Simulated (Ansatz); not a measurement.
Ideal-gas functions of CH$_{4}$BrNOSi, SMILES `N=C(Br)[SiH2]O` at 298.15 K and 1 bar, from an Ansatz frequency run at PBE0-D4/def2-TZVP.

Molar mass 154.04 g/mol, point group C1 (symmetry number 1), electronic degeneracy 1, moments of inertia 83.41, 425.1, 501.039 u Å². Harmonic wavenumbers (cm⁻¹, unscaled): 75, 105, 169, 232, 331, 350, 486, 620, 715, 754, 840, 869, 887, 924, 949, 1193, 1717, 2243, 2274, 3447, 3933.

Use S(trans) = R[1.5 ln M + 2.5 ln T − 1.1517]; rotational temperatures θ = 24.2544 K / I; S(rot) = R[ln(√π/σ · √(T³/θAθBθC)) + 1.5]; for each mode x = 1.438777 ν̃/T, S = R[x/(eˣ − 1) − ln(1 − e⁻ˣ)] and H = RT x/(eˣ − 1); 1 cm⁻¹ = 0.0119627 kJ/mol; R = 8.31446 J/(mol·K).

By hand: the entropy, in J/(mol·K).

Translation 171.7. Rotation: θ = 0.2908, 0.0571, 0.0484 K, giving 117.9. Vibration, mode by mode: 16.81, 14.06, 10.24, 7.80, 5.25, 4.88, 2.90, 1.74, 1.21, 1.04, 0.74, 0.66, 0.62, 0.53, 0.48, 0.18, 0.02, 0.00, 0.00, 0.00, 0.00, in all 69.2. Electronic 0.0. Sum 358.8 J/(mol·K).

By hand: H − E and G − E in kJ/mol, counted from the electronic energy.

Zero-point energy ½ × 23113 × 0.0119627 = 138.2; thermal vibration 11.2; translation, rotation and pV give 4 RT = 9.9. H − E = 159.3 kJ/mol, and G − E = 159.3 − 298.15 × 358.8/1000 = 52.3 kJ/mol.

Vibration gives 19 % of the entropy, 30.9 J/(mol·K) of it from the modes under 150 cm⁻¹: soft modes count most, and the harmonic formula is weakest for them. The sum counts one conformer and one mirror image; others add a mixing term.
